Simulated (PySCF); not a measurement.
A structure optimised at PBE0-D3(BJ)/def2-SVP, used in a PySCF frequency run:

```xyz
11

O      0.4276    -2.3907     0.0000
C      0.1460    -1.2280     0.0000
C      1.1185    -0.0533     0.0000
B      0.1443     1.1714     0.0000
O      0.4642     2.4749     0.0000
C     -1.2951     0.4882     0.0000
N     -1.2350    -0.7951     0.0000
H      1.7809    -0.1148     0.8788
H      1.7809    -0.1148    -0.8788
H     -0.2955     3.0677     0.0000
H     -2.2937     0.9546     0.0000
```

Question: Write its SMILES, formula and point group.

Answer: O=C1CB(O)C=N1, C3H4BNO2, Cs

Question: What are its rotational constants (standard atomic weights)?

Answer: 6.5937, 2.0534, 1.5810 GHz
